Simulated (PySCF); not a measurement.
Si(OSiH3)2(F)2 (F2H6O2Si3), SMILES F[Si](F)(O[SiH3])O[SiH3]. Geometry: r2SCAN-D4/def2-SVP. The values are those of a single conformer.

Computed equilibrium geometry at r2SCAN-D4/def2-SVP (PySCF confirms it by a frequency run) as a Z-matrix (one conformer of several):
```
O
Si 1 1.6233
F 2 1.6027 1 110.07
F 2 1.6043 3 106.27 1 118.80
O 2 1.6186 3 109.69 4 118.88
Si 1 1.6718 2 146.10 3 79.48
Si 5 1.6723 2 141.69 3 120.75
H 7 1.4859 5 107.55 2 177.46
H 6 1.4869 1 107.71 2 -155.03
H 6 1.4893 9 109.96 1 119.02
H 7 1.4904 8 110.12 5 -119.62
H 6 1.4906 9 110.13 10 121.08
H 7 1.4909 8 110.07 11 -120.81
```
Charge 0, spin multiplicity 1.
